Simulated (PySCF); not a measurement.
Zn(H)(SH) (H2SZn), SMILES [SH][ZnH]. Geometry optimised at B3LYP-D3(BJ)/def2-TZVP.

**Question.** Give the equilibrium geometry at B3LYP-D3(BJ)/def2-TZVP (PySCF confirms it by a frequency run) as bond lengths and angles, and its point group. (The exact figures need the calculation; the answer reports its results.)

**Answer.** point group Cs.
Atoms: Zn1 H2 S3 H4. Bond lengths (Å): Zn1–H2 1.531, Zn1–S3 2.188, S3–H4 1.346. Angles (°): H2–Zn1–S3 178.8, Zn1–S3–H4 93.2.
Charge 0, spin multiplicity 1.
